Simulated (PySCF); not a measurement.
These 3 structures share the formula C2H7NOSi. Level of theory: PySCF 2.14.0, PBE0-D3(BJ)/def2-SVP geometry optimisation, gas phase. Energies are electronic, without zero-point or thermal terms, for one conformer each. No frequencies were run at this level. Point groups hold within 0.08 Å.

Task: Rank from lowest to highest electronic energy at this level (kcal/mol).
A. `[NH2:1][C:2](=[O:3])[CH2:4][SiH3:5]` with H–N1–C2–O3 -178° and -2°, N1–C2–C4–Si5 -80°
B. `[CH3:1]/[CH:2]=[N:3]\[SiH2:4][OH:5]` with C2–N3–Si4–O5 -137°, N3–Si4–O5–H -40°
C. `[CH3:1][C:2](=[O:3])[NH:4][SiH3:5]` with C1–C2–N4–Si5 -179°

Result: C (0.0), B (3.6), A (11.3).

As drawn, the highest has an Si–C bond, which the lowest lacks.

```csv
SMILES,E (Eh),E rel (kcal/mol),dipole (D),point group,"A, B, C (MHz)"
CC(=O)N[SiH3],-499.32866,0.0,3.51,near Cs,"9789, 2404, 2001"
C/C=N\[SiH2]O,-499.32295,3.6,2.37,C1,"11048, 1971, 1831"
NC(=O)C[SiH3],-499.31064,11.3,3.53,C1,"7328, 2317, 2049"
```

Task: How do the relative energies change in single points at wB97X-D/pcSseg-2 (no added dispersion term) on the same geometries?

Result: 
```csv
SMILES,PBE0-D3(BJ)/def2-SVP (kcal/mol),wB97X-D/pcSseg-2 (kcal/mol),shift
CC(=O)N[SiH3],0.0,4.9,+4.9
C/C=N\[SiH2]O,3.6,0.0,-3.6
NC(=O)C[SiH3],11.3,16.8,+5.5
```

Each column counts from its own lowest isomer. C/C=N\[SiH2]O becomes the lowest; the largest shift is 5.5 kcal/mol.

Task: As an exercise, what shares would exp(−E/RT) give at 2000 K from these electronic energies alone (no entropy, no degeneracies)?

Result: RT = 3.974 kcal/mol: CC(=O)N[SiH3] 68.3 %, C/C=N\[SiH2]O 27.7 %, NC(=O)C[SiH3] 4.0 %.
